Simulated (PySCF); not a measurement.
F5V, SMILES [F][V-]([F])([F])([F])[F] (connectivity only; charge and spin as stated), charge -1, multiplicity 2.

Geometry optimised at B3LYP-D3(BJ)/def2-SVPD. The geometry has at least one imaginary mode, so it is a saddle point at that level. The multiplicity is an assumed one; other spin states were not compared.

Two levels are set side by side: PBE/def2-SVPD (PySCF) and M06-2X/def2-SVPD (PySCF). Same geometry, gas phase. Differences are taken from unrounded values.

| quantity | M06-2X | PBE | PBE minus M06-2X |
|---|---|---|---|
| α-spin orbital gap (eV) | 8.24 | 0.26 | -7.98 |
| β-spin orbital gap (eV) | 10.39 | 4.15 | -6.25 |
| mean polarisability (bohr³) | 42.7 | 50.6 | 7.9 |

PBE's more diffuse valence density responds more strongly to a field. Differences between two approximate levels are no errors against the true value.

Rough cost on one machine, each run with all the roots and properties that it gave: M06-2X against PBE about 4 times.
